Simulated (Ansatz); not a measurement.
Relaxation of Cs₃H₄⁻ with RKS PBE-D4/def2-TZVPD.

```sh
$ ansatz run in.yaml --threads 4 --pin off --events-out ev --progress --plain --max-ram 3916MiB
```

```yaml
crystal:
  periodic: [false, false, false]
  atoms:
    - {symbol: Cs, position_ang: [-0.682800, -0.985050, -2.035650]}
    - {symbol: Cs, position_ang: [-0.290860, 2.339670, 0.308870]}
    - {symbol: Cs, position_ang: [0.397540, -1.369280, 1.887980]}
    - {symbol: H, position_ang: [0.895540, -2.696190, -0.502520]}
    - {symbol: H, position_ang: [-1.949580, -0.122280, 0.507730]}
    - {symbol: H, position_ang: [0.208320, 1.631840, -2.340240]}
    - {symbol: H, position_ang: [1.421840, 1.201290, 2.173820]}
basis:
  gaussian: {orbitals: def2-TZVPD}
total_charge: -1
hamiltonian: {xc: pbe, dispersion: d4}
scf: {lower_state_search: "off"}
output: {orbitals: {seedname: orbitals}}
relax: {f_tol: 0.02, max_steps: 100}
```

It took 6.5 s on 4 threads of Arm Neoverse V2 on a shared host.

Positions (Å) and forces (eV/Å) at steps 1, 2, 3, 4, 5 of 5:

```xyz
7
step=1 energy=-1709.4831 eV
Cs   -0.683   -0.985   -2.036   -0.136   -0.113   -0.178
Cs   -0.291    2.340    0.309   -0.095    0.223    0.035
Cs    0.398   -1.369    1.888   -0.047   -0.137    0.196
H     0.896   -2.696   -0.503    0.049   -0.062   -0.024
H    -1.950   -0.122    0.508    0.150    0.012   -0.026
H     0.208    1.632   -2.340    0.022    0.047   -0.055
H     1.422    1.201    2.174    0.057    0.029    0.052
7
step=2 energy=-1709.5128 eV
Cs   -0.755   -1.071   -2.192    0.052    0.083    0.174
Cs   -0.324    2.527    0.333    0.024   -0.199   -0.027
Cs    0.403   -1.482    2.040   -0.045    0.118   -0.157
H     0.876   -2.699   -0.499   -0.019   -0.045   -0.002
H    -1.760   -0.104    0.464    0.045    0.002   -0.008
H     0.171    1.631   -2.333   -0.041    0.025   -0.031
H     1.389    1.197    2.187   -0.015    0.016    0.052
7
step=3 energy=-1709.5385 eV
Cs   -0.736   -1.019   -2.075    0.004   -0.047   -0.108
Cs   -0.307    2.390    0.314    0.025    0.117    0.006
Cs    0.354   -1.407    1.943    0.056   -0.066    0.084
H     0.886   -2.793   -0.510   -0.024    0.014    0.006
H    -1.727   -0.101    0.458   -0.015    0.000    0.003
H     0.124    1.693   -2.431   -0.021   -0.010    0.014
H     1.406    1.236    2.301   -0.026   -0.007   -0.005
7
step=4 energy=-1709.5488 eV
Cs   -0.717   -1.039   -2.128   -0.011   -0.011   -0.021
Cs   -0.273    2.441    0.310   -0.006    0.025    0.004
Cs    0.395   -1.435    1.975    0.001   -0.015    0.022
H     0.827   -2.806   -0.496    0.015   -0.009   -0.005
H    -1.632   -0.093    0.433   -0.028   -0.002    0.008
H     0.055    1.696   -2.429    0.012    0.007   -0.013
H     1.346    1.236    2.334    0.017    0.005    0.006
7
step=5 energy=-1709.5500 eV
Cs   -0.721   -1.040   -2.131   -0.004   -0.001   -0.001
Cs   -0.276    2.445    0.311   -0.003    0.002    0.001
Cs    0.393   -1.438    1.980   -0.003   -0.002    0.003
H     0.841   -2.808   -0.500    0.003    0.002   -0.001
H    -1.668   -0.096    0.443    0.001    0.000    0.000
H     0.069    1.700   -2.436    0.003    0.000    0.000
H     1.361    1.238    2.333    0.003    0.000   -0.002
```

In the def2 sets Cs takes a core potential; there is no spin–orbit coupling. The highest occupied level of the charge -1 singlet lies above zero (up to 0.01 eV). By energy differences its removal costs 2.44 eV (vertical, to the charge 0 doublet, at PBE0-D4/def2-TZVPD). The structure comes from a short search, and lower isomers may exist.
